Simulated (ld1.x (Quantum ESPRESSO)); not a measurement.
## What one change does to a pseudopotential (Ga (Z = 31), TM)

Ga (Z = 31), norm-conserving Troullier–Martins (Kleinman–Bylander form), made with ld1.x (Quantum ESPRESSO) 7.5 (PBEsol, scalar-relativistic). Core [Ar] 3d10, reference 4s2 4p1. Waves: 4s (bound): rc 2.05 bohr; 4p (bound): rc 1.90 bohr. Local part: all-electron potential smoothed inside 2.05 bohr (lloc = -1). Core correction: Bessel-smoothed model core, default radius (core density twice the valence density).

Change: wave 4s (bound): rc 2.05 bohr becomes 4s (bound): rc 1.82 bohr.

Cutoffs: the cutoffs (Ry, on a coarse ladder) from which the occupation-weighted sum of valence levels, in a spherical-Bessel basis at the reference potential, stays within 10 and 1 mRy of its value at 400 Ry; they do not see the model core or the augmentation charge, which bear on the density cutoff. Errors are all-electron minus pseudo energies relative to the spin-unpolarised reference configuration.

**Question.** How do hardness, ghosts and transferability respond?

**Answer.** The potential gets harder (12 Ry and 35 Ry → 15 Ry and 35 Ry); the errors of the 7 common tests hardly move; neither file shows a bound ghost. A smaller radius makes the pseudo-wave follow the all-electron one further in, where it bends more sharply, so more plane waves are needed.

```tsv
quantity	base	changed
cutoff, loose	12 Ry	15 Ry
cutoff, tight	35 Ry	35 Ry
loose cutoff by channel (10 mRy a level)	s 10 Ry, p 6 Ry	s 12 Ry, p 6 Ry
bound ghosts	none	none
error for 4s2 4p0, meV [ΔE 5.68 eV]	-12	-12
error for 4s1 4p0, meV [ΔE 26.82 eV]	-187	-186
error for 4s2 4p0.5, meV [ΔE 2.03 eV]	-1.7	-1.7
error for 4s2 4p1.3, meV [ΔE -0.53 eV]	-0.1	-0.1
error for 4s1 4p1, meV [ΔE 13.08 eV]	-51	-49
error for 4s1 4p2, meV [ΔE 6.55 eV]	-20	-18
error for 4s0 4p3, meV [ΔE 13.39 eV]	-81	-71
s: phases at 2.25 bohr within 0.05 rad from the reference energy up to (Ry; the scan ends near 5)	2.3	2.6
p: phases at 2.25 bohr within 0.05 rad from the reference energy up to (Ry; the scan ends near 5)	3.5	3.5
```
